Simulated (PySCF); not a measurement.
## [NiCl6]4-: what the settings change

[NiCl6]4-: Ni(II) (d8), charge -4. The structure is a PBE0-D3(BJ)/def2-SVP, IEF-PCM water geometry optimised for multiplicity 3; coordination octahedral, point group Oh, metal–donor distances 2.54 Å.

```
7

Ni    0.000    0.000    0.000
Cl    2.537    0.000    0.000
Cl   -2.537    0.000    0.000
Cl    0.000    2.537    0.000
Cl    0.000   -2.537    0.000
Cl    0.000    0.000    2.537
Cl    0.000    0.000   -2.537
```

Method (PySCF 2.14, density fitting): CASSCF(8,5) with orbitals averaged over all microstates of the shell, strongly contracted NEVPT2 on the averaged canonical orbitals; basis x2c-TZVPall on the metal, x2c-SVPall elsewhere; spin-free X2C; IEF-PCM water; spin-orbit coupling by state interaction with the mean-field operator over all roots.

Base run: NEVPT2 ground state 3A2g, next 3T2g at 4997, then 3T1g at 8741 cm⁻¹, 10Dq(CASSCF) 3417, B(CASSCF) 1278, ζ 648 cm⁻¹, g 2.437 2.437 2.437, μeff(300 K) 3.58 μB.

**Question.** What happens with the basis x2c-TZVPall on all atoms?

**Answer.** NEVPT2 ground state 3A2g, next 3T2g at 4941, then 3T1g at 8647 cm⁻¹, 10Dq(CASSCF) 3414, B(CASSCF) 1277, ζ 647 cm⁻¹, g 2.441 2.441 2.441, μeff(300 K) 3.58 μB. It took 43 s against 15 s on a shared host of the same kind.

**Question.** What happens with orbitals averaged over the highest spin alone?

**Answer.** NEVPT2 ground state 3A2g, next 3T2g at 4818, then 3T1g at 8434 cm⁻¹, 10Dq(CASSCF) 3399, B(CASSCF) 1283, ζ 649 cm⁻¹, g 2.453 2.453 2.453, μeff(300 K) 3.60 μB.

No frequencies were computed for the optimised geometry. NEVPT2 lifts 3T2g from 3318 to 4997 cm⁻¹; on the d shell alone it tends to overshoot states that fill the eg-type orbitals.
